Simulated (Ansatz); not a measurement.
C₂H₆AlNOSi (`OC1=NC[SiH]1[AlH2]`), relaxed with RKS PBE-D4/def2-SVP in Ansatz from a rough embedded geometry. The force threshold is 0.03 eV/Å; the program also tests the step.

Charge 0, multiplicity 1.

Start:

```xyz
12

O    -2.368    0.589   -0.781
C    -1.214    0.519    0.101
N    -1.059    0.416    1.461
C     0.397    0.461    1.351
Si    0.610    0.591   -0.261
Al    1.393   -1.420   -1.284
H    -3.254    0.531   -0.377
H     0.788    1.341    1.925
H     0.801   -0.555    1.806
H     1.074    1.878   -0.701
H     1.158   -1.647   -2.848
H     1.673   -2.703   -0.391
```

Question: By how much does the energy fall, and how many steps does the optimiser take? (Best estimate.)

Answer: Ansatz gave: 49.29 kcal/mol, in 19 steps.

Question: Which bonds change most? (Best estimate.)

Answer: Computed: C4–Si5 from 1.631 to 1.942 Å; O1–C2 from 1.454 to 1.337 Å; Si5–H10 from 1.438 to 1.515 Å; Si5–Al6 from 2.388 to 2.463 Å.

Question: Give the relaxed structure. (An estimate is asked.)

Answer: Computed: 
```xyz
12

O    -2.364    0.700   -0.748
C    -1.251    0.605   -0.014
N    -1.224    0.562    1.283
C     0.228    0.455    1.589
Si    0.630    0.438   -0.311
Al    1.432   -1.574   -1.482
H    -3.110    0.739   -0.104
H     0.599    1.333    2.160
H     0.466   -0.456    2.178
H     1.273    1.702   -0.844
H     0.838   -1.942   -2.926
H     2.483   -2.563   -0.781
```
